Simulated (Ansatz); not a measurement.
The lowest singlet and triplet of C4H6 (SMILES [CH2]C([CH2])=C); geometries from B3LYP-D3(BJ)/def2-TZVP, each state relaxed from the structure named, with no frequency check, low spin by broken symmetry.
Singlet (charge 0, multiplicity 1):
```xyz
10

C     -0.6514     1.2396    -0.0475
C     -0.0232     0.0010    -0.0003
C      1.4307    -0.0646     0.0173
C     -0.7614    -1.1759     0.0304
H     -1.7297     1.3148    -0.0613
H     -0.0823     2.1582    -0.0715
H      1.9396    -1.0166     0.0538
H      2.0240     0.8377    -0.0060
H     -1.8421    -1.1536     0.0182
H     -0.2781    -2.1419     0.0671
```
Triplet (charge 0, multiplicity 3):
| atom | x (Å) | y (Å) | z (Å) |
|---|---|---|---|
| C | -0.6489 | 1.2509 | 0.0040 |
| C | 0.0000 | 0.0000 | 0.0000 |
| C | 1.4078 | -0.0635 | 0.0101 |
| C | -0.7588 | -1.1874 | -0.0141 |
| H | -1.7277 | 1.3187 | -0.0036 |
| H | -0.0831 | 2.1718 | 0.0148 |
| H | 1.9223 | -1.0140 | 0.0072 |
| H | 2.0057 | 0.8368 | 0.0209 |
| H | -1.8393 | -1.1577 | -0.0220 |
| H | -0.2781 | -2.1555 | -0.0174 |

A positive gap puts the triplet lower; no zero-point energy. R- takes a restricted singlet, here one determinant of a half-filled degenerate or near-degenerate pair, which mixes singlet states. U- takes an unrestricted singlet (broken symmetry where lower, unprojected). The triplet is unrestricted in single-reference levels. Active spaces average the two states.

Correlated levels freeze the cores.

The values were computed with Ansatz (Gaussian orbitals). Each number belongs to the level named beside it.

| level | gap E(singlet) − E(triplet), adiabatic (kJ/mol) |
|---|---|
| R-SVWN5/def2-TZVPP | 134.7 |
| U-PBE/def2-TZVPP (spin-contaminated) | 36.9 |
| U-r2SCAN/def2-TZVPP (spin-contaminated) | 54.6 |
| U-B3LYP/def2-TZVPP (spin-contaminated) | … |
| U-wB97M-V/def2-TZVPP (spin-contaminated) | … |
| U-MP2/cc-pVDZ (spin-contaminated) | 63.5 |
| U-SCS-MP2/cc-pVDZ (spin-contaminated) | 62.8 |
| SC-NEVPT2 on SA-CASSCF(4,4)/cc-pVDZ | 88.3 |
| FIC-MRCISD+Q on SA-CASSCF(4,4)/cc-pVDZ | 86.7 |

### Question
What belongs in the gaps?

### Answer

- U-B3LYP/def2-TZVPP (spin-contaminated), gap E(singlet) − E(triplet), adiabatic (kJ/mol): 46.8
- U-wB97M-V/def2-TZVPP (spin-contaminated), gap E(singlet) − E(triplet), adiabatic (kJ/mol): 52.2

Doubts at one or more of the structures used: a restricted determinant that unrestricted orbitals would lower (R-SVWN5/def2-TZVPP).

Ansatz is a program for electronic structure.
